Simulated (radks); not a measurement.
Numerical settings for the gallium ion Ga3+, [Ar] 3d10. All-electron calculation, scalar-relativistic Kohn-Sham, r2SCAN, spin-unpolarised, spherical densities, finite nucleus; meta-GGA in the generalised Kohn-Sham scheme; Fermi nuclear charge, rms radius 3.9973 fm. Program: a radial shooting solver on a logarithmic mesh with Libxc functionals. The defaults (mesh step 0.008 in ln r, mesh end at 40 bohr or more with all orbitals vanishing there, Anderson mixing 0.5 over 9 steps, residual threshold near 1e-9 with the energy settled to 1e-9 hartree or 1e-11 of itself, here a cap of 77 iterations) give E = -1942.130 hartree and 3d at -52.875 eV in 14 iterations. Run on one thread of a shared host, so times are rough (Arm Neoverse V1): 0.08 s of CPU time, 0.08 s wall, 14 iterations on 2189 mesh points. Changes against that run (0 stands for a change within the tolerance of the run):

| setting | iterations | converged | E (mhartree) | e(3d) (meV) | CPU (s) |
|---|---|---|---|---|---|
| mesh step in ln r 0.005 | 15 | yes | 0 | -0.0136 | 0.13 |
| mesh step in ln r 0.003 | 16 | yes | 0 | -0.00687 | 0.22 |
| mesh step in ln r 0.03 | 13 | yes | -0.00294 | -0.00291 | 0.03 |
| mesh end (bohr) 3 | 13 | yes | +32.8 | +870 | 0.07 |
| mesh end (bohr) 12 | 14 | yes | 0 | 0 | 0.08 |
| residual threshold 0.01 | 10 | yes | 0 | -1.91 | 0.06 |
| residual threshold 1e-16 | 77 | no | 0 | -0.0149 | 0.23 |
| mixing 2.5 | 19 | yes | 0 | -0.0173 | 0.1 |
| linear mixing, mixing 0.2 | 62 | yes | 0 | -0.0312 | 0.27 |
| linear mixing, mixing 0.5 | 23 | yes | 0 | -0.0171 | 0.11 |
| mixing history 2 | 19 | yes | 0 | -0.0114 | 0.1 |
| iteration cap 5 | 5 | no | +3.21 | +1.16e+03 | 0.03 |

Settings that end as converged yet miss the energy by more than 1 mhartree: mesh end (bohr) 3 (+0.0328 hartree). A mesh that ends early acts as a hard wall.
